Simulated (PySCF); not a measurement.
These 6 structures share the formula CH9NSi2. Theory: PBE0-D3(BJ)/def2-SVP geometry optimisation, gas phase in PySCF. Energies are electronic, without zero-point or thermal terms, for one conformer each. No frequencies were run at this level. Point groups hold within 0.08 Å.

Question: Rank from lowest to highest electronic energy at this level (kcal/mol).
A. `[CH3:1][SiH2:2][NH:3][SiH3:4]` with C1–Si2–N3–Si4 -119°
B. `[CH3:1][Si@@H:2]([NH2:3])[SiH3:4]` with C1–Si2–N3–H -54° and 169°
C. `[SiH3]N(C)[SiH3]`
D. `[CH3:1][SiH2:2][SiH2:3][NH2:4]` with C1–Si2–Si3–N4 -168°, Si2–Si3–N4–H 50° and -171°
E. `[CH3:1][NH:2][SiH2:3][SiH3:4]` with C1–N2–Si3–Si4 -53°
F. `[NH2:1][SiH2:2][CH2:3][SiH3:4]` with H–N1–Si2–C3 59° and -159°, N1–Si2–C3–Si4 40°

Answer: A (0.0), B (10.4), F (10.4), D (12.2), C (18.0), E (27.0).

As drawn, the lowest has an Si–C bond, which the highest lacks; the highest has an Si–Si bond, which the lowest lacks. Neighbours under 2.5 kcal/mol apart (C[Si@@H](N)[SiH3] and N[SiH2]C[SiH3]; N[SiH2]C[SiH3] and C[SiH2][SiH2]N) can change places with a better method, another conformer or zero-point energy.

| SMILES | E (Eh) | E rel (kcal/mol) | dipole (D) | point group | A, B, C (MHz) |
| --- | --- | --- | --- | --- | --- |
| C[SiH2]N[SiH3] | -676.69124 | 0.0 | 1.27 | C1 | 11797, 1829, 1753 |
| C[Si@@H](N)[SiH3] | -676.67472 | 10.4 | 1.60 | C1 | 5413, 2729, 2055 |
| N[SiH2]C[SiH3] | -676.67472 | 10.4 | 1.44 | C1 | 7279, 2444, 2008 |
| C[SiH2][SiH2]N | -676.67186 | 12.2 | 0.95 | C1 | 10138, 1942, 1727 |
| CN([SiH3])[SiH3] | -676.66248 | 18.0 | 0.80 | Cs | 6154, 2996, 2143 |
| CN[SiH2][SiH3] | -676.64823 | 27.0 | 1.51 | C1 | 6563, 2372, 1885 |

Q: How do the relative energies change in single points at PBE0/pcSseg-1 (no added dispersion term) on the same geometries?

A: 
| SMILES | PBE0-D3(BJ)/def2-SVP (kcal/mol) | PBE0/pcSseg-1 (kcal/mol) | shift |
| --- | --- | --- | --- |
| C[SiH2]N[SiH3] | 0.0 | 0.0 | 0.0 |
| C[Si@@H](N)[SiH3] | 10.4 | 9.9 | -0.5 |
| N[SiH2]C[SiH3] | 10.4 | 10.8 | +0.4 |
| C[SiH2][SiH2]N | 12.2 | 11.6 | -0.6 |
| CN([SiH3])[SiH3] | 18.0 | 19.3 | +1.3 |
| CN[SiH2][SiH3] | 27.0 | 27.7 | +0.7 |

Each column counts from its own lowest isomer. The order is unchanged; the largest shift is 1.3 kcal/mol.
